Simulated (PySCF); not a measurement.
## Telling isomers of C6H10NOP apart by NMR

- geometry: GFN2-xTB
- σ from GIAO-PBE0/pcSseg-1
- code: PySCF
- in vacuum, rapidly exchanging positions averaged, single conformer, non-relativistic Hamiltonian

Scale: $^{1}$H (σref 31.72) and $^{13}$C (σref 186.93) against TMS (reference shieldings calculated alike). Splittings of carbon signals by F and P are missing where no couplings were computed. Where no couplings were computed, multiplicities follow the n + 1 count of equivalent neighbours, and m marks all less simple cases (inequivalent or close neighbours, rings, F or P nearby). Shifts are as computed. Against solution values, carbons near 30 ppm lie about +3 ppm off and those near 130 ppm about +5 ppm. Of 1211 compounds with measured shifts, 218 miss one by over three times the rms of a fit or turn the order of signals round; such compounds aren't used in these exercises.

(1) Tabulate the signals of `Cc1ocpc1N(C)C`, `CP(C)(=O)n1cccc1`, `Cc1coc(N(C)C)p1` and their relative energies.

(2) What is the quickest way to tell Cc1ocpc1N(C)C from Cc1coc(N(C)C)p1?

(3) What is the quickest way to tell CP(C)(=O)n1cccc1 from Cc1coc(N(C)C)p1?

(4) What is the quickest way to tell Cc1ocpc1N(C)C from CP(C)(=O)n1cccc1?

## Answers

(1) 
```tsv
SMILES	carbon types	δC	δH	E rel. (kcal/mol)
Cc1ocpc1N(C)C	2×C 1×CH 3×CH3	182.2, 164.2, 154.1, 48.2, 15.9	8.62 (m, 1H), 2.69 (s, 6H), 2.52 (s, 3H)	45.9
CP(C)(=O)n1cccc1	4×CH 2×CH3	123.1, 117.8, 22.7	6.86 (m, 2H), 6.59 (m, 2H), 1.55 (m, 6H)	0.0
Cc1coc(N(C)C)p1	2×C 1×CH 3×CH3	203.8, 142.5, 140.0, 39.8, 13.4	7.25 (m, 1H), 2.99 (s, 6H), 2.37 (m, 3H)	38.4
```

Energies are electronic energies at PBE0/pcSseg-1 on these geometries, without zero-point or thermal terms, each for the one conformer computed, which needn't be the lowest.

(2) Both give the same number of carbon signals, with the same numbers of each carbon type, so the positions decide. The first has an aromatic CH next to the ring oxygen at 182.2 ppm, the second an aromatic CH next to the ring oxygen at 140.0 ppm. Their most deshielded carbons lie at 182.2 and 203.8 ppm. In the proton spectra the most deshielded non-exchanging signals are 8.62 (m, 1H) and 7.25 (m, 1H).

(3) Count the carbon signals: 3 against 5. The first has an aromatic CH at 117.8 ppm, the second an aromatic carbon bearing nitrogen (C) at 203.8 ppm. Their most deshielded carbons lie at 123.1 and 203.8 ppm.

(4) Count the carbon signals: 5 against 3. The first has an aromatic carbon bearing nitrogen (C) at 164.2 ppm, the second an aromatic CH at 117.8 ppm. Their most deshielded carbons lie at 182.2 and 123.1 ppm. In the proton spectra the most deshielded non-exchanging signals are 8.62 (m, 1H) and 6.86 (m, 2H).
